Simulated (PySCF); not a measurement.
Basis and Hamiltonian dependence of the excitation energy of Co

Co [Ar] 3d7 4s2 (4F) → Co [Ar] 3d8 4s1 (4F). All values are computed (PySCF 2.14, energy differences of UHF-based or UKS calculations, no spin-orbit coupling). Values in eV.

```tsv
basis	Hamiltonian	functions	UHF	r2SCAN	PBE0	MP2 (valence)	CCSD(T) (valence)
aug-cc-pVDZ-DK	spin-free X2C	59	1.924	0.040	0.309	0.295	0.856
aug-cc-pVDZ	non-relativistic	59	1.612	-0.274	0.001	0.004	0.559
ANO-RCC-VTZP	spin-free X2C	59	1.750	0.298	0.492	0.074	0.742
x2c-TZVPPall	spin-free X2C	64	1.939	-0.033	0.209	0.208	0.804
ANO-R2	spin-free X2C	65	1.949	n/a	n/a	0.059	0.607
aug-cc-pVTZ	non-relativistic	93	1.634	-0.346	-0.100	-0.138	0.421
def2-QZVPPD	non-relativistic	100	1.634	-0.352	-0.103	-0.143	0.405
x2c-QZVPPall	spin-free X2C	103	1.948	-0.050	0.206	0.149	0.704
cc-pVQZ-DK	spin-free X2C	104	1.947	n/a	n/a	0.106	0.700
aug-cc-pwCVTZ-DK	spin-free X2C	127	1.950	-0.032	0.211	0.122	n/a
x2c-QZVPPall with one added diffuse shell each of s, p, d, f, g type	spin-free X2C	128	1.948	-0.047	0.208	0.149	n/a
aug-cc-pwCVTZ-DK with one added diffuse shell each of s, p, d, f, g type	spin-free X2C	152	1.950	-0.030	0.211	0.128	n/a
```

Estimate the row for aug-cc-pVTZ with one added diffuse shell each of s, p, d, f, g type (non-relativistic, 118 functions).

From the rows with the same Hamiltonian and similar size; the calculation gives UHF 1.63; r2SCAN -0.34; PBE0 -0.10; MP2 (valence) -0.13 (eV).

Frozen in the all-electron rows: valence: [Ar].

Non-relativistic rows lack the scalar-relativistic shift.

Reference for a calculation without spin-orbit coupling: 0.417 eV (measured, between term centres; NIST).
